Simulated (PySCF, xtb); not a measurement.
Ga(Me)2(SH) (C₂H₇GaS), SMILES [CH3][Ga]([CH3])[SH]. One conformer was computed; it need not be the lowest.

Harmonic wavenumbers (cm⁻¹) from GFN2-xTB (xtb) at its own minimum, in rising order: 48, 52, 109, 118, 120, 190, 343, 463, 516, 560, 587, 623, 624, 666, 1247, 1262, 1428, 1440, 1441, 1442, 2397, 2931, 2933, 2939, 2943, 2947, 2973.

Q: What does B3LYP-D3(BJ)/def2-SVP (PySCF) give at its own minimum? (Estimate from the structure and the level; the computed values follow.)

A: 13, 32, 132, 141, 143, 306, 378, 536, 583, 647, 655, 716, 729, 778, 1217, 1220, 1426, 1428, 1431, 1437, 2671, 3027, 3029, 3114, 3115, 3138, 3141. Paired by order, the mean absolute difference is 80 cm⁻¹ and the zero-point energies are 47.7 and 50.3 kcal/mol.
